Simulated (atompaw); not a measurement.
Logarithmic derivatives: chromium (Cr), PAW (atompaw)

Cr, PAW, made with atompaw 4.2.0.5 (PBEsol, scalar-relativistic). Core [Ne] 3s2, reference 3p6 3d5 4s1 4p0. Waves: 4s (bound): rc 2.80 bohr; 4s channel at 0.75 Ry: rc 2.80 bohr; 3p (bound): rc 1.20 bohr; 4p (bound, empty): rc 2.80 bohr; 3d (bound): rc 2.55 bohr; 3d channel at 0.3 Ry: rc 2.55 bohr. Local part: ultrasoft scheme with l = 3 at 0 Ry, radius 1.90 bohr. Core correction: smooth core density matched at 2.35 bohr. Augmentation charge: besselshape compensation charge, radius 2.25 bohr; PAW radius 2.80 bohr; waves and projectors: custom rrkj gramschmidtortho.

The phase is arctan(r·u′/u) with u = r·R(r), unwrapped; energies in Ry, scanned from -5 to 5 Ry. A pole is an energy at which the radial function vanishes at the test radius. The pseudo phase is shifted by a multiple of π to meet the all-electron one at the reference energy, and phase errors are pseudo minus all-electron; the curves can meet again beyond the range given. Levels narrower than the energy grid can be missing from the lists of poles.

```json
{"channel": "s", "radius (bohr)": "2.81", "reference energy (Ry)": "-0.30", "poles, all-electron": "1.43", "poles, pseudo": "1.41, 1.62", "unbroken range about the reference energy with phases within 0.05 rad": "below 1.6", "phase error 1 Ry above the reference energy (rad)": "+0.000"}
{"channel": "p", "radius (bohr)": "2.81", "reference energy (Ry)": "-0.07", "poles, all-electron": "-3.31, 2.29", "poles, pseudo": "-3.31, 2.00", "unbroken range about the reference energy with phases within 0.05 rad": "below 2.2", "phase error 1 Ry above the reference energy (rad)": "-0.025"}
{"channel": "d", "radius (bohr)": "2.81", "reference energy (Ry)": "-0.22", "poles, all-electron": "-0.05, 3.77", "poles, pseudo": "-0.05, 3.46", "unbroken range about the reference energy with phases within 0.05 rad": "below 1.4", "phase error 1 Ry above the reference energy (rad)": "-0.001"}
```

Phases in the s channel:

```tsv
E (Ry)	all-electron	pseudo
-5.00	1.403	1.399
-4.76	1.396	1.394
-4.52	1.390	1.389
-4.28	1.384	1.383
-4.04	1.377	1.376
-3.80	1.369	1.368
-3.56	1.361	1.360
-3.32	1.351	1.350
-3.08	1.340	1.339
-2.84	1.327	1.327
-2.60	1.312	1.312
-2.36	1.294	1.294
-2.12	1.272	1.271
-1.88	1.244	1.243
-1.64	1.207	1.207
-1.40	1.157	1.156
-1.16	1.083	1.082
-0.92	0.965	0.965
-0.68	0.754	0.754
-0.44	0.333	0.333
-0.20	-0.357	-0.357
0.04	-0.908	-0.908
0.28	-1.189	-1.190
0.52	-1.340	-1.340
0.76	-1.431	-1.431
1.00	-1.494	-1.494
1.24	-1.541	-1.542
1.48	-1.579	-1.583
1.72	-1.611	-4.743
1.96	-1.641	-4.777
2.20	-1.670	-4.806
2.44	-1.699	-4.834
2.68	-1.731	-4.865
2.92	-1.767	-4.899
3.16	-1.812	-4.939
3.40	-1.869	-4.990
3.64	-1.949	-5.060
3.88	-2.073	-5.164
4.12	-2.288	-5.338
4.36	-2.697	-5.663
4.60	-3.344	-6.251
4.84	-3.880	-6.878
```
